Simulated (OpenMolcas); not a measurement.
Tc2+ among 5 point charges of -1 e arranged as a trigonal bipyramid (D3h), 1.98 Å from the ion, with the axial distance 2.099 Å.

| Quantity | Value |
| --- | --- |
| Program | OpenMolcas 26.06 |
| Method | SS-CASPT2, IPEA 0.25 Eh, imaginary shift 0.1 Eh (closed shells correlated: 4s 4p) |
| Basis | ANO-RCC-VDZP [6s5p3d1f] |
| Scalar Hamiltonian | DKH2, point nucleus |
| Active space | 5 electrons in 5 orbitals (4d) |
| State averaging | 2S+1 = 6 even, 1 root; 2S+1 = 4 even, 24 roots; 2S+1 = 2 even, 75 roots |
| Spin-orbit coupling | RASSI with atomic mean-field integrals over the reference wave functions |

What is the spin-free ground state (labels of D3, the rotations of D3h)?

6A1, 1-fold in its orbital part, 100 % from free-ion S terms; it has the highest spin that d5 allows.

What are the lowest two levels with spin-orbit coupling?

A 2-fold level E1/2 with g = 0.00, 0.00, 10.00, then a 2-fold level E3/2 5 cm-1 above it. Their leading multiplicities are 6 (99 %) and 6 (99 %).

What is χT at 300 K, and how does it compare with the textbook value?

The lowest level has 2S+1 = 6, for which the spin-only value is χT = S(S+1) / 2 = 4.375 cm3 K/mol (g = 2). The computed 4.374 at 300 K differs by -0.001, through a little spin-orbit mixing out of the ground term, against the free-electron g of 2.0023, which raises it.

Roots that are degenerate in the reference are averaged as groups; the widest CASPT2 spread within a group is 82 cm-1 (the 2-fold group of multiplicity 2 near 50200 cm-1 above the lowest state of its run). Shifts and gaps below about the spread of the groups concerned are not significant. Point charges give a weaker field than real ligands, and real ions of this kind are as a rule low spin; the high spin found here belongs to the model. Free-ion shares, where given, are those of the reference states; single-state CASPT2 does not remix them. Point charges carry no covalency, so the field is a model and not that of real ligands. No measured value stands beside these numbers.
